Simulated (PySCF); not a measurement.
Computed IR spectrum (relative IR intensity) of a molecule C3H6GeO. The structure is a stationary point at B3LYP-D3(BJ)/def2-SVP. The values are those of a single conformer. All values below come from PySCF with B3LYP-D3(BJ)/def2-SVP. Frequencies are harmonic and unscaled.

Lines under 2 % of the strongest are left out, and lines within 2 cm⁻¹ are merged.

ν (cm⁻¹): 157 (s), 204 (vw), 347 (w), 417 (w), 456 (w), 633 (m), 645 (m), 671 (m), 692 (s), 700 (m), 781 (vs), 805 (w), 880 (s), 900 (w), 1166 (w), 1417 (vw), 2113 (s), 2116 (vs), 2221 (w), 3047 (vw), 3473 (s), 3846 (m) (against the strongest line: vs over 80 %, s over 45 %, m over 15 %, w over 4 %, vw less)

Problem. Pick the molecule that these values belong to.
A. C=C=[CH][GeH2][OH]
B. C#CC[O][GeH3]
C. C#C[CH2][GeH2][OH]
D. [GeH3][C]1=COC1

Solution. C, C#C[CH2][GeH2][OH]
